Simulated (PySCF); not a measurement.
TiBr₄, SMILES [Br][Ti]([Br])([Br])[Br], multiplicity 1.

Geometry: PBE0-D3(BJ)/def2-SVP. The spin state was assumed, not searched. The isomer is the one that the SMILES or the coordinates give; other isomers of the formula were not compared.

All values below come from PySCF with PBE0-D3(BJ)/def2-SVP.

Frequencies are harmonic and unscaled.

Modes within 1.5 cm⁻¹ of each other (mostly degenerate sets) share a row, with their intensities summed.

Question: Give all harmonic wavenumbers and intensities. (Estimate from the structure and the level; the computed values follow.)

Answer: 
```tsv
mode	ν (cm⁻¹)	IR (km/mol)	moving atoms (share of kinetic energy)
1–2	70	0.0	Br 100 %
3–5	87	0.0	Br 87 %, Ti 13 %
6	238	0.0	Br 100 %
7–9	403	278.3	Ti 74 %, Br 26 %
```
